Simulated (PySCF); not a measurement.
## Electron correlation in I⁻ (iodine, charge -1)

[Xe], closed-shell 1S. Computed with PySCF 2.14 in aug-cc-pVTZ-DK3 (8s7p5d2f, 68 functions), with the spin-free X2C one-electron Hamiltonian (Gaussian nucleus). Frozen: [Kr] 4d10; 8 electrons correlated.

MP2 pair energies summed by pair of shells (mhartree):

```
 pair   energy  share (%)
5p-5p  -105.26       70.9
5s-5p   -36.87       24.8
5s-5s    -6.40        4.3
```

Total MP2 correlation energy: -148.53 mhartree.

Same-spin part -36.36 and opposite-spin part -112.17 mhartree; SCS-MP2 scales them by 1/3 and 6/5 to -146.73 mhartree.
